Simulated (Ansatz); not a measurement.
Computed with Ansatz on PBE0-D4/def2-TZVP structures; ΔE is electronic, products minus reactants. CCSD(T)/CBS is the MP2 limit (def2-TZVPP, def2-QZVPP) plus CCSD(T) − MP2 in def2-TZVPP, frozen cores. Functionals use def2-TZVPP. B3LYP here is the variant with VWN-RPA as its local correlation; programs differ in this. For Se outer-core shells are correlated without core-valence functions, which leaves a few kJ/mol of doubt a bond. Scalar relativity is left out up to krypton. Each species was taken in one conformer, which may not be the lowest.

Reaction (formal exchange of groups at the Se–C bond): `NC(F)[SeH]` + `C=C[SiH2]O` → `O[SiH2]/C=C/[SeH]` + `NCF`

`NC(F)[SeH]`:

Cartesian coordinates in Å:
```
N 0.721 1.045 -0.242
C -0.206 0.139 0.296
F -1.481 0.620 0.148
Se -0.120 -1.639 -0.586
H 1.626 1.003 0.200
H 0.799 1.011 -1.249
H -0.022 0.001 1.361
H -1.317 -2.179 0.072
```

`C=C[SiH2]O`:

```xyz
10

C     1.201    1.106   -0.161
C     0.585    0.321    0.720
Si   -0.923   -0.678    0.299
O    -1.268   -0.594   -1.312
H     0.837    1.208   -1.180
H     2.085    1.684    0.093
H     0.991    0.262    1.730
H    -0.695   -2.088    0.726
H    -2.122   -0.151    0.995
H    -0.691   -1.071   -1.910
```

`O[SiH2]/C=C/[SeH]`:

```xyz
11

O    -0.865    2.013    1.309
Si   -0.572    0.391    1.239
C     0.693    0.075   -0.064
C     0.407   -0.701   -1.110
Se    1.637   -1.125   -2.482
H    -1.204    2.363    2.133
H    -0.106   -0.071    2.578
H    -1.794   -0.378    0.869
H     1.686    0.513    0.023
H    -0.574   -1.149   -1.234
H     0.691   -1.932   -3.261
```

`NCF`:

Cartesian coordinates in Å:
```
N -0.051 -0.584 0.674
C -0.228 0.350 -0.357
F 0.968 0.721 -0.996
H 0.323 -1.463 0.345
H 0.520 -0.232 1.429
H -0.872 -0.064 -1.135
H -0.659 1.272 0.040
```

```json
{"level": "PBE-D4", "ΔE (kJ/mol)": "-29.0", "difference from CCSD(T)/CBS": "-1.6"}
{"level": "B3LYP-D4", "ΔE (kJ/mol)": "-28.1", "difference from CCSD(T)/CBS": "-0.7"}
{"level": "ωB97M-V", "ΔE (kJ/mol)": "-24.4", "difference from CCSD(T)/CBS": "3.0"}
{"level": "B2PLYP", "ΔE (kJ/mol)": "-30.4", "difference from CCSD(T)/CBS": "-3.0"}
{"level": "PBE", "ΔE (kJ/mol)": "-29.3", "difference from CCSD(T)/CBS": "-1.9"}
{"level": "SCS-MP2/def2-TZVPP", "ΔE (kJ/mol)": "-32.5", "difference from CCSD(T)/CBS": "-5.1"}
{"level": "CCSD/def2-TZVPP", "ΔE (kJ/mol)": "-28.7", "difference from CCSD(T)/CBS": "-1.3"}
{"level": "CCSD(T)/def2-TZVPP", "ΔE (kJ/mol)": "-28.8", "difference from CCSD(T)/CBS": "-1.4"}
{"level": "HF/CBS(def2)", "ΔE (kJ/mol)": "-28.0", "difference from CCSD(T)/CBS": "-0.6"}
{"level": "MP2/CBS(def2)", "ΔE (kJ/mol)": "-32.6", "difference from CCSD(T)/CBS": "-5.2"}
{"level": "CCSD(T)/CBS", "ΔE (kJ/mol)": "-27.4", "difference from CCSD(T)/CBS": "0"}
```

Largest T1 diagnostic among the species: 0.011.
